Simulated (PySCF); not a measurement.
Radial density of Mn¹³⁺ (manganese, charge +13)

revPBE, [Ne] 3s2, closed-shell 1S. All numbers are calculated (PySCF 2.14, the spin-free X2C one-electron Hamiltonian (Gaussian nucleus), in an even-tempered Gaussian basis (18 s from 0.93 bohr⁻², ratio 2.5; 11 p from 1.2 bohr⁻², ratio 2.5; 5 d from 5 bohr⁻², ratio 2.7; 4 f from 7.5 bohr⁻², ratio 2.7)).

| r (bohr) | 4πr²ρ (e/bohr) |
| --- | --- |
| 0.000926 | 0.1558 |
| 0.00156 | 0.4019 |
| 0.00262 | 1.016 |
| 0.00441 | 2.488 |
| 0.00742 | 5.763 |
| 0.0125 | 12.12 |
| 0.0210 | 21.66 |
| 0.0353 | 29.50 |
| 0.0594 | 27.17 |
| 0.0998 | 22.09 |
| 0.168 | 30.73 |
| 0.282 | 23.94 |
| 0.475 | 5.974 |
| 0.799 | 3.160 |
| 1.34 | 0.2036 |
| 2.26 | 0.0005325 |

Densities and radii are taken from the X2C orbitals without a picture-change correction, which distorts them close to the nucleus.
